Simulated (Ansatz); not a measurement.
Cost and result for the atomization energy of CH₈O₄Si₂ (`CO[SiH2]O[SiH](O)O`) (15 atoms, 14 bonds).

```xyz
15

C     0.855    1.085   -2.198
O     0.343    0.526   -1.007
Si    1.296    0.147    0.288
O     0.290   -0.382    1.441
Si   -1.321   -0.586    1.699
O    -2.082   -0.470    0.260
O    -1.636   -2.028    2.384
H     1.382    2.025   -2.002
H     0.019    1.291   -2.868
H     1.540    0.393   -2.699
H     2.023    1.361    0.737
H     2.258   -0.918   -0.088
H    -1.763    0.419    2.679
H    -1.553   -0.064   -0.438
H    -1.652   -2.798    1.813
```

The species carries charge 0 and has multiplicity 1. Geometry: relaxed with PBE0-D4/def2-TZVP. It is one conformer, not always the lowest. Program: Ansatz. All runs use 2 threads of an AMD EPYC 7R13 on a shared host and a share of an NVIDIA H100 80 GB. Times are those of one run each, without the atoms' runs, and a repeat can differ threefold. Electronic energies, without spin–orbit coupling; frozen cores. CCSD(T)/CBS adds CCSD(T) − MP2 in def2-TZVPP to the MP2 limit, and its time is that of the two runs behind it. T1 = 0.012. B3LYP takes the VWN-RPA correlation (the form of Gaussian; ORCA's B3LYP/G).

CCSD(T)/CBS is a level of theory with its own doubt, some kJ/mol a heavy atom from the limit and from the frozen cores, so smaller differences don't rank the functionals.

```json
{"level": "r2SCAN-D4/def2-TZVPP (with forces)", "functions": "351", "wall time": "2.4 s"}
{"level": "PBE-D4/def2-TZVPP (with forces)", "functions": "351", "wall time": "2.6 s"}
{"level": "PBE0-D4/def2-TZVPP", "functions": "351", "wall time": "2.7 s"}
{"level": "ωB97X-V/def2-TZVPP", "functions": "351", "wall time": "3.4 s"}
{"level": "B2PLYP/def2-TZVPP", "functions": "351", "wall time": "3.5 s"}
{"level": "B3LYP-D4/def2-TZVPP (with forces)", "functions": "351", "wall time": "3.5 s"}
{"level": "ωB97M-V/def2-TZVPP (with forces)", "functions": "351", "wall time": "6.5 s"}
{"level": "MP2/def2-QZVPP", "functions": "665", "wall time": "8 s"}
{"level": "CCSD(T)/def2-TZVPP", "functions": "351", "wall time": "18 s"}
{"level": "CCSD(T)/CBS(def2)", "functions": "–", "wall time": "26 s"}
```

(1) What atomization energy does each give, and how far from CCSD(T)/CBS? (Estimate.)

Answers

(1) The calculation gave: 
```
                             level  atomization (kJ/mol)  difference from CCSD(T)/CBS  per bond
r2SCAN-D4/def2-TZVPP (with forces)                5915.4                        -32.2      -2.3
   PBE-D4/def2-TZVPP (with forces)                5949.1                          1.5       0.1
                PBE0-D4/def2-TZVPP                5839.0                       -108.6      -7.8
                ωB97X-V/def2-TZVPP                5928.1                        -19.5      -1.4
                 B2PLYP/def2-TZVPP                5847.0                       -100.6      -7.2
 B3LYP-D4/def2-TZVPP (with forces)                5888.1                        -59.5      -4.2
  ωB97M-V/def2-TZVPP (with forces)                5931.0                        -16.6      -1.2
                    MP2/def2-QZVPP                6012.4                         64.8       4.6
                CCSD(T)/def2-TZVPP                5770.4                       -177.2     -12.7
                 CCSD(T)/CBS(def2)                5947.6                          0.0       0.0
```

The D4 term adds +55.7 kJ/mol with B3LYP and +29.7 kJ/mol with PBE0; it sums over pairs of atoms, weighted by their polarisabilities, and B3LYP, whose exchange is more repulsive, gets the larger term. In def2-TZVPP, CCSD(T) changes the Hartree–Fock value by +1483.8 kJ/mol (the triples alone add +81.7 kJ/mol) and MP2 by +1618.4 kJ/mol; breaking electron pairs costs correlation energy, which Hartree–Fock lacks. From PBE to PBE0 (25 % exact exchange), in def2-TZVPP and without D4, the atomization energy moves by −105.0 kJ/mol: exact exchange takes away binding that semilocal exchange gives to molecules.
